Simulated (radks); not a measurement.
Species: K3+. Configuration: [Ne] 3s2 3p4 (the NIST ground configuration).

Method: Dirac Kohn-Sham, PBE, spin-unpolarised, spherical densities, point nucleus; open shells are shared between the two j in proportion to 2j + 1; computed with a radial shooting solver on a logarithmic mesh with Libxc functionals.

Energy parts (eV):
total: -16300.559
kinetic: 16416.091
electron-nucleus: -38175.009
Hartree: 6333.643
exchange-correlation: -875.283

Orbitals (lengths in bohr, moments of r in powers of bohr):
orbital     occ.  eigenvalue (eV)      <r>     <r^2>  small-component weight
1s1/2          2        -3565.784  0.08104  0.008836                4.60e-03
2s1/2          2        -395.8465   0.3870    0.1775                7.58e-04
2p1/2          2        -324.6736   0.3482    0.1503                7.36e-04
2p3/2          4        -321.7702   0.3506    0.1523                7.30e-04
3s1/2          2         -72.3950    1.201     1.654                1.53e-04
3p1/2    1.33333         -54.9982    1.290     1.937                1.31e-04
3p3/2    2.66667         -54.6699    1.296     1.955                1.30e-04

The highest occupied level is 3p3/2 at -54.670 eV. Summed over all electrons, <r^2> = 12.39 bohr^2, which gives a Langevin (diamagnetic) susceptibility term of -9.81 x 10^-6 cm^3/mol.
